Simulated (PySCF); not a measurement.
Isomers of C4H11NOSi, from PySCF 2.14.0, PBE0-D3(BJ)/def2-SVP geometry optimisation, gas phase. One conformer each, no zero-point energy, no frequencies.

Problem. Which is lower in electronic energy at this level?
A. `[NH2:1][CH2:2][C@@H:3]1[CH2:4][O:5][SiH2:6][CH2:7]1` with H–N1–C2–C3 62° and -57°, N1–C2–C3–C4 -60°, C2–C3–C4–O5 -166°, C3–C4–O5–Si6 25°, C4–O5–Si6–C7 -2°, O5–Si6–C7–C3 -20°: A = 5082, B = 1294, C = 1095 MHz, dipole 0.95 D
B. `[CH3:1][SiH2:2][C:3](=[O:4])[N:5]([CH3:6])[CH3:7]` with C1–Si2–C3–O4 3°, Si2–C3–N5–C6 180°: A = 3995, B = 1349, C = 1041 MHz, dipole 2.76 D

Solution. A. That is `NC[C@@H]1CO[SiH2]C1`, 9.6 kcal/mol below the other.

```
             SMILES                                        mapped SMILES      E (Eh)  relative (kcal/mol)  relative (kJ/mol)  dipole (D)
NC[C@@H]1CO[SiH2]C1  [NH2:1][CH2:2][C@@H:3]1[CH2:4][O:5][SiH2:6][CH2:7]1  -577.79477                  0.0                0.0        0.95
  C[SiH2]C(=O)N(C)C    [CH3:1][SiH2:2][C:3](=[O:4])[N:5]([CH3:6])[CH3:7]  -577.77945                  9.6               40.2        2.76
```

As drawn, the lower has an N–H bond and an Si–O bond, which the higher lacks; the higher has a C=O bond and a C(=O)–N unit, which the lower lacks.
